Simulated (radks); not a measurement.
Mn11+, 14 electrons, occupied as [Ne] 3s2 3d2 (not the ground configuration). All-electron calculation, scalar-relativistic Kohn-Sham, PBEsol, spin-polarised, spherical densities, finite nucleus; open shells are filled with parallel spins first; Fermi nuclear charge, rms radius 3.7057 fm. Program: a radial shooting solver on a logarithmic mesh with Libxc functionals.

Radial electron density D(r) = 4 pi r^2 rho(r):

r (bohr),D(r) (e/bohr),spin D(r)
0.00282,1.015,-0.0000753
0.003154,1.244,-0.0000923
0.003528,1.522,-0.000113
0.003977,1.884,-0.000140
0.004449,2.293,-0.000170
0.004976,2.784,-0.000207
0.005566,3.369,-0.000251
0.006225,4.062,-0.000303
0.006963,4.880,-0.000365
0.007788,5.836,-0.000438
0.008711,6.947,-0.000523
0.009744,8.223,-0.000623
0.0109,9.675,-0.000738
0.01229,11.43,-0.000881
0.01374,13.25,-0.00103
0.01537,15.22,-0.00121
0.0172,17.33,-0.00141
0.01923,19.52,-0.00163
0.02151,21.74,-0.00189
0.02406,23.88,-0.00219
0.02691,25.87,-0.00255
0.0301,27.58,-0.00297
0.03367,28.91,-0.00349
0.03766,29.73,-0.00413
0.04246,29.98,-0.00501
0.0475,29.58,-0.00604
0.05312,28.61,-0.00731
0.05942,27.20,-0.00880
0.06646,25.55,-0.0104
0.07434,23.93,-0.0119
0.08315,22.66,-0.0127
0.093,22.04,-0.0117
0.104,22.28,-0.00745
0.1164,23.45,0.00279
0.1312,25.56,0.0248
0.1467,27.97,0.0611
0.1641,30.26,0.120
0.1836,31.84,0.210
0.2053,32.18,0.339
0.2297,30.97,0.518
0.2569,28.21,0.752
0.2873,24.26,1.05
0.3214,19.73,1.39
0.3595,15.37,1.78
0.4021,11.79,2.17
0.4533,9.221,2.57
0.5071,7.943,2.85
0.5672,7.381,3.00
0.6344,7.038,2.98
0.7096,6.496,2.75
0.7936,5.567,2.36
0.8877,4.320,1.85
0.9929,2.990,1.31
1.111,1.826,0.839
1.242,0.9744,0.475
1.401,0.4238,0.223
1.567,0.1657,0.0951
1.752,0.05462,0.0343
1.96,0.01493,0.0103
2.192,0.003323,0.00249
2.452,0.0005903,0.000477

D(r) has 2 maxima, at r = 0.0418, 0.199 bohr, and minima at 0.0953 bohr, inside which lie 2.13 electrons.
